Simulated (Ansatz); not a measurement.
The same hydrolysis along the group Si, Ge, Sn.

Computed with Ansatz on PBE0-D4/def2-TZVP structures; ΔE is electronic, products minus reactants. CCSD(T)/CBS is the MP2 limit (def2-TZVPP, def2-QZVPP) plus CCSD(T) − MP2 in def2-TZVPP, frozen cores. Small cases extrapolate CCSD(T) itself. DFT in def2-TZVPP. Elements past krypton have def2 core potentials. For Ge, Sn outer-core shells are correlated without core-valence functions, which leaves a few kJ/mol of doubt a bond. Scalar relativity is left out up to krypton. Each species was taken in one conformer, which may not be the lowest.

| reaction | CCSD(T)/CBS(def2) (kJ/mol) |
| --- | --- |
| trichlorosilane + H₂O → `O[SiH](Cl)Cl` + HCl | -13 |
| `[Cl][GeH]([Cl])[Cl]` + H₂O → `[OH][GeH]([Cl])[Cl]` + HCl | 30 |
| `[Cl][SnH]([Cl])[Cl]` + H₂O → `[OH][SnH]([Cl])[Cl]` + HCl | ? |

Question: Fill in the missing values. (Estimate.)

Answer: The calculation gave: `[Cl][SnH]([Cl])[Cl]` + H₂O → `[OH][SnH]([Cl])[Cl]` + HCl: +60.1 kJ/mol.

Largest T1 diagnostic: 0.012, for `[OH][SnH]([Cl])[Cl]`.

Extrapolated directly: trichlorosilane + H₂O → `O[SiH](Cl)Cl` + HCl.
